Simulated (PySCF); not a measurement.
Species: C3H5S (charge -1, singlet). It need not be the lowest isomer of its formula. Whether it binds its extra electron was not tested at this geometry. SMILES: [CH-]1CCS1
Geometry from a B3LYP-D3(BJ)/def2-TZVP (Ansatz) optimisation:
```
C
H 1 1.1026
H 1 1.1115 2 107.49
C 1 1.5291 2 115.32 3 -119.86
H 4 1.0934 1 118.18 2 87.11
H 4 1.0946 5 110.21 1 129.13
C 1 1.5487 2 115.33 3 130.90
H 7 1.1047 1 111.02 2 -102.82
S 4 1.8396 5 115.47 6 124.53
```
Charge -1, spin multiplicity 1.

Dispersion corrections to the total energy (kcal/mol) from the dftd3 and dftd4 libraries through PySCF: D3(BJ) without and D4 with the three-body term, each with the damping fitted for the functional named.

```
functional  D3(BJ)      D4
----------  ------  ------
HF          -39.01     [?]
revPBE         [?]  -17.90
LC-wPBE      -4.14     [?]
TPSS         -5.65   -6.99
HSE06        -2.80   -3.92
PW6B95       -2.16   -4.61
BP86         -7.09   -6.68
```

Task: Complete the blanks.

Result: 
- HF, D4: -20.32
- revPBE, D3(BJ): -11.82
- LC-wPBE, D4: -5.71
